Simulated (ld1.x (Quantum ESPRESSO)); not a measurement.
C (Z = 6): one change to a TM potential, before and after

ld1.x (Quantum ESPRESSO) 7.5 input, shortened:

```
&input
   title='C', zed=6., rel=1, dft='PZ', iswitch=3,
   config='[He] 2s2 2p2 3d-2'
 /
 &inputp
   pseudotype=2, tm=.true., lloc=0,
   nlcc=.false.
 /
3
2P  2  1   2.00   0.00  1.40  1.40  0.0
3D  3  2  -2.00   0.20  1.20  1.20  0.0
2S  1  0   2.00   0.00  0.85  0.85  0.0
 &test
   configts(1)='2s2 2p2'
 /
```

Change: all radii scaled by about 0.77 (s 0.66, p 1.08, d 0.92 bohr).

Cutoffs: the cutoffs (Ry, on a coarse ladder) from which the occupation-weighted sum of valence levels, in a spherical-Bessel basis at the reference potential, stays within 10 and 1 mRy of its value at 400 Ry; they do not see the model core or the augmentation charge, which bear on the density cutoff. Errors are all-electron minus pseudo energies relative to the spin-unpolarised reference configuration.

**Question.** How do hardness, ghosts and transferability respond?

**Answer.** The potential gets harder (80 Ry and 180 Ry → 200 Ry and 230 Ry); of the 9 tests that both files solve, the error grows in 6 and shrinks in 0 by more than 15 % and 0.3 meV (median size 42.4 → 80.1 meV); neither file shows a bound ghost. A smaller radius makes the pseudo-wave follow the all-electron one further in, where it bends more sharply, so more plane waves are needed. That the errors move this way runs against the usual rule that smaller radii transfer better.

```csv
quantity,base,changed
"cutoff, loose",80 Ry,200 Ry
"cutoff, tight",180 Ry,230 Ry
loose cutoff by channel (10 mRy a level),"p 40 Ry, s 60 Ry","p 55 Ry, s 180 Ry"
bound ghosts,none,none
"error for 2s2 2p1, meV [ΔE 10.99 eV]",+11,+17
"error for 2s2 2p0, meV [ΔE 35.25 eV]",+132,+182
"error for 2s1 2p0, meV [ΔE 83.22 eV]",+374,+376
"error for 2s0 2p4, meV [ΔE 16.52 eV]",+42,+132
"error for 2s1 2p3, meV [ΔE 8.24 eV]",+10,+31
"error for 2s2 2p2.3, meV [ΔE -1.20 eV]",+0.2,+0.4
"error for 2s1 2p2, meV [ΔE 19.48 eV]",+3.9,+18
"error for 2s2 2p2 (spin-polarised), meV [ΔE -1.13 eV]",+122,+136
"error for 2s2 2p1 (spin-polarised), meV [ΔE 10.59 eV]",+66,+80
```
